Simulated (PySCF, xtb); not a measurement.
CH₂N, SMILES C=[N], multiplicity 2.

Harmonic wavenumbers (cm⁻¹) from GFN2-xTB (xtb) at its own minimum, in rising order: 851, 938, 1295, 1853, 2779, 2845.

Question: What does PySCF with PBE-D3(BJ)/def2-TZVPD give at its own minimum? (An estimate is asked for; the answer gives what the named calculation found.)

Answer: 880, 941, 1316, 1682, 2877, 2921. Paired by order, the mean absolute difference is 66 cm⁻¹ and the zero-point energies are 15.1 and 15.2 kcal/mol.
